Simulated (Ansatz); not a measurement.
`[O-][Si](O)(O)O` → `[O][Si](O)(O)O`• + e⁻  (electron detachment)

Isolated molecules relaxed with PBE0-D4/def2-TZVP in Ansatz; ΔE leaves out vibrations. CCSD(T)/CBS is the MP2 limit (def2-TZVPP, def2-QZVPP) plus CCSD(T) − MP2 in def2-TZVPP, frozen cores. DFT in def2-TZVPP. B3LYP here is the variant with VWN-RPA as its local correlation; programs differ in this. Anions take the def2 sets with diffuse functions and neutrals don't, so finite-basis rows favour the anion. No spin–orbit coupling; open shells (•) take unrestricted orbitals. Each species was taken in one conformer, which may not be the lowest.

CCSD(T)/CBS gives +82.4 kcal/mol.

Another level gave +86.2 kcal/mol. Which?
A. PBE0-D4/def2-TZVPP
B. B3LYP-D4/def2-TZVPP
C. CCSD(T)/def2-TZVPP
D. r2SCANh/def2-TZVPP

C. CCSD(T)/def2-TZVPP 86.2, B3LYP-D4 82.7, PBE0-D4 79.0, r2SCANh 76.7 kcal/mol.

Largest T1 diagnostic among the species: 0.015.

The D4 term adds +0.9 kcal/mol with B3LYP and +0.5 kcal/mol with PBE0; it sums over pairs of atoms, weighted by their polarisabilities, and B3LYP, whose exchange is more repulsive, gets the larger term. From BLYP to BHLYP (50 % exact exchange), in def2-TZVPP and without D4, ΔE moves by −9.4 kcal/mol. Leaving LDA and LC-ωPBE aside and taking each functional with its dispersion term where it has one, the values, not all of them listed here, spread over 12.1 kcal/mol, from BHLYP-D4 to B2PLYP. LDA lies +7.3 kcal/mol from PBE without D4.
